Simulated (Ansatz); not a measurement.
This Ansatz (a quantum-chemistry and plane-wave program) input (PBE/aug-cc-pV(Q+d)Z) gives -459.96969 Eh with 89 basis functions. A basis named .json is the Basis Set Exchange file of that set (core-valence sets with the plain set on hydrogen).

Ansatz 0.2 input:
```yaml
crystal:
  periodic: [false, false, false]
  atoms:
    - {symbol: Cl, position_ang: [0.00000000, 0.00000000, 0.00000000]}
basis:
  gaussian:
    orbitals: aug-cc-pV_Q+d_Z.json
hamiltonian:
  xc: {name: PBE}
magnetization: {spin_polarized: true, initial_magnetization: 1}
scf: {lower_state_search: full}
```

Change:
```diff
- orbitals: aug-cc-pV_Q+d_Z.json
+ orbitals: STO-3G
```

Question: What does the run give now?

Answer: -454.91342 Eh (PBE/STO-3G, 9 functions), a change of +5056.27 mEh.
